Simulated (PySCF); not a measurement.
**Ag: electron affinity**

Ag⁻ [Kr] 4d10 5s2 (1S) → Ag [Kr] 4d10 5s1 (2S), as a difference of total energies. Computed with PySCF 2.14 in aug-cc-pwCVDZ-PP with ECP28MDF (6s6p5d3f, 70 functions), with scalar relativity through the core potential. Correlated levels: valence and next inner shell: nothing frozen outside the core potential. The calculations carry no spin-orbit coupling.

```
                                method  electron affinity (eV)  error (eV)
                                   UHF                   0.101      -1.203
    MP2 (valence and next inner shell)                   1.069      -0.235
SCS-MP2 (valence and next inner shell)                   1.073      -0.231
   CCSD (valence and next inner shell)                   1.109      -0.195
CCSD(T) (valence and next inner shell)                   1.236      -0.068
```

Reference: 1.304 eV (measured; photodetachment measurements, as compiled on the Wikipedia data page of electron affinities).

Errors of the correlated levels include the incompleteness of this basis.

The coupled-cluster amplitudes are large for Ag⁻ (T1 above 0.03 or a double amplitude above 0.15), so a single reference is strained.
